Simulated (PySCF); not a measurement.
Method: PySCF 2.14.0 with ωB97X-D3(BJ)/def2-TZVP // PBE0-D3(BJ)/def2-TZVP. All species are isolated molecules in the gas phase. Delta-SCF ions had no search for a lower state. 

Reference species (SMILES): `F[Si](Cl)(Cl)Cl` (neutral, multiplicity 1).

```json
{
 "vertical ionisation energy (Delta-SCF)": "12.29 eV",
 "HOMO": "-12.11 eV"
}
```

Changed species: `Cl[Si](F)(Cl)F` (2 of 4 F replaced by Cl; the reference has 3 of 4 F replaced by Cl).

Question: What does the change do to the vertical ionisation energy (Delta-SCF) and HOMO?

Answer: the vertical ionisation energy (Delta-SCF) goes up by 0.38 eV, to 12.67 eV; the HOMO falls by 0.31 eV, to -12.42 eV.
